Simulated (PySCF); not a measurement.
## Dipole response of Cl²⁺ (chlorine, charge +2)

[Ne] 3s2 3p3, high-spin 4S determinant. Calculation: PySCF 2.14, in aug-cc-pCVQZ-DK (10s9p7d5f3g, 134 functions); the spin-free X2C one-electron Hamiltonian (Gaussian nucleus). Coupled (time-dependent) response in atomic units; α is the mean over directions.

```csv
method,mean α (bohr³),C₆ (like pair),S(−4)
CAM-B3LYP,5.826,20.71,9.867
```

S(−4) is the Cauchy moment in α(ω) = α(0) + S(−4) ω² + …

α(iu) at CAM-B3LYP:

```csv
u (hartree),α(iu) (bohr³)
0,5.826
0.0500,5.802
0.100,5.729
0.200,5.461
0.300,5.073
0.500,4.158
0.750,3.105
1.00,2.314
1.50,1.371
2.00,0.8952
3.00,0.4747
5.00,0.2134
```

A single London oscillator, α(iu) = α/(1 + u²/ω²), gives C₆ = (3/4) ω α². Matching the computed C₆ needs ω = 4 × 20.71 / (3 × 5.826²) = 0.814 hartree.

For an ion, C₆ is the dispersion term alone; charge-induced terms of lower order in 1/R come first.
